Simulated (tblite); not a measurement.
Here is a computed GFN2-xTB geometry (Å):
```
C 
C   1  1.5275
S   2  1.8066  1  112.26
C   2  1.5095  1  109.16  3   122.11
F   4  1.3415  2  114.89  1   176.88
F   4  1.3847  2  111.88  1    59.44
F   4  1.3413  2  115.22  1   -58.65
H   1  1.0871  2  108.59  3    58.93
H   1  1.0927  2  111.58  3   179.79
H   1  1.0887  2  109.16  3   -59.01
H   2  1.1011  1  110.24  3  -122.29
```
Z-matrix in Å and degrees, rows numbered from 1.

Charge -1, singlet.

Which heavy atoms are bonded, and with what formal order?

C1–C2 (single); C2–S3 (single); C2–C4 (single); C4–F5 (single); C4–F6 (single); C4–F7 (single). Hydrogens: H8, H9, H10 on C1; H11 on C2.

Write the SMILES.

`C[C@@H]([S-])C(F)(F)F`, [C3H4F3S]-. Among its features: CF3 group and C–F bond.

Name the point group.

C1 (no symmetry element, even within 0.4 Å).

Describe the place of each heavy atom.

C1: methyl carbon; C2: sp3 carbon bound to sulfur; S3: thiolate sulfur; C4: CF3 carbon; F5/F6/F7: fluorine of a CF3 group.

What is the arrangement about C4?

It has 4 neighbours (C2, F5, F6, F7) and is distorted tetrahedral (angles from 103.4° to 115.2°).

What is the arrangement about C2?

It has 4 neighbours (C1, S3, C4, H11) and is distorted tetrahedral (angles from 105.6° to 112.3°).
